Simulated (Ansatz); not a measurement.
System: sum formula AlO2H2, net charge 1, singlet state. It need not be the lowest isomer of its formula. SMILES: [OH][Al+][OH]
Structure (B3LYP-D3(BJ)/def2-TZVP (Ansatz, a first-principles code) minimum search):
```
Al
O 1 1.6022
H 2 0.9583 1 154.23
O 1 1.6022 3 170.41 2 -180.00
H 4 0.9583 1 154.23 3 180.00
```
Charge +1, spin multiplicity 1.

Property: vertical electron affinity (to the doublet state of charge +0; a negative value means that the extra electron is unbound and the number depends on the basis; each state is the SCF solution reached for its spin), in eV. Correlated levels leave the core frozen unless marked. UHF or UKS for open shells. Spin-orbit coupling is left out. Non-relativistic. CBS(X,Y): correlation extrapolated as X^-3; Hartree-Fock from the larger set. [CCSD(T)-MP2]/basis is that difference in the basis named.

RI-MP2/CBS(aug-cc-pV(T+d)Z,aug-cc-pV(Q+d)Z)+[CCSD(T)-MP2]/aug-cc-pV(T+d)Z (Ansatz) gives 6.20 eV.

### Question
Another calculation gave 6.25 eV. Which level was it?
A) wB97X/def2-TZVPD (Ansatz)
B) wB97M-V/def2-TZVPD (Ansatz)
C) SVWN5/def2-TZVPD (Ansatz)
D) B3LYP/def2-TZVPD (Ansatz)

### Answer
B, wB97M-V/def2-TZVPD (Ansatz). The others give 6.49 (B3LYP), 6.12 (wB97X), 6.64 (SVWN5) eV.
